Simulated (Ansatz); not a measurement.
SnEtH3 (C₂H₈Sn), relaxed as a singlet with RKS PBE0-D4/def2-SVP in Ansatz, starting from the GFN2-xTB geometry. Force threshold 0.02 eV/Å.

In the def2 sets Sn takes a core potential; there is no spin–orbit coupling.

Start:

```xyz
11

Sn    1.564    0.266   -0.286
C    -0.294   -0.712    0.257
C    -1.506    0.191    0.139
H    -0.199   -1.076    1.278
H    -0.415   -1.584   -0.384
H    -2.404   -0.357    0.418
H    -1.418    1.053    0.795
H    -1.632    0.550   -0.880
H     1.810    1.665    0.578
H     1.601    0.703   -1.890
H     2.893   -0.701   -0.025
```

Q: Estimate the energy that the relaxation releases and the steps that it takes.

A: 2.4 kcal/mol, in 5 steps; 7 s on 4 threads of Arm Neoverse V2 on a shared host. No frequencies were taken in this run, so the end may be a saddle point.

Q: Does the start keep its bonding?

A: By distances, no bond broke or formed. The bond that changes most is Sn1–H9, from 1.66 to 1.72 Å (atoms count from 1).

Q: Predict the relaxed structure.

A: 
```xyz
11

Sn    1.575    0.268   -0.285
C    -0.278   -0.706    0.261
C    -1.501    0.191    0.129
H    -0.158   -1.066    1.296
H    -0.369   -1.601   -0.374
H    -2.425   -0.340    0.414
H    -1.429    1.082    0.773
H    -1.640    0.548   -0.904
H     1.785    1.685    0.662
H     1.529    0.719   -1.942
H     2.911   -0.779   -0.029
```
Bond lengths: 1 × C–Sn 2.16 Å; 1 × C–C 1.52 Å; 5 × C–H 1.10 Å; 3 × H–Sn 1.72 Å.
